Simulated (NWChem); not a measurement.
System: TaNH$_{4}$O$_{3}$; SMILES [NH2][Ta](=[O])([OH])[OH]

Here is an NWChem input.

```
start job
memory heap 200 mb stack 900 mb global 1100 mb
geometry units angstroms noautoz
  Ta     0.011486     0.000136     0.001915
  O      0.146370     0.000473     1.720286
  O     -0.912695     1.562191    -0.610887
  H     -1.269648     2.345889    -0.186460
  O     -0.901738    -1.568231    -0.611190
  H     -1.253268    -2.354468    -0.186931
  N      1.886687     0.006761    -0.638357
  H      2.709669     0.009692    -0.043014
  H      2.167755     0.007756    -1.615901
end
basis spherical
  * library def2-svp
end
ecp
  Ta library def2-ecp
end
dft
  xc xpbe96 cpbe96
  iterations 150
  mulliken
end
task dft energy
```

The geometry was optimised at PBE0/def2-SVP. Not confirmed as a minimum by frequencies. def2 effective core potentials on Ta; no spin-orbit coupling.

Predict the main results of this run. (PBE/def2-SVP with def2 effective core potentials on Ta.) Quantities: energy (Ha); highest occupied level (eV); orbital gap (eV); dipole (D).


| Quantity | Value |
|---|---|
| energy (Ha) | -339.60 |
| highest occupied level (eV) | -6.16 |
| orbital gap (eV) | 5.25 |
| dipole (D) | 1.54 |
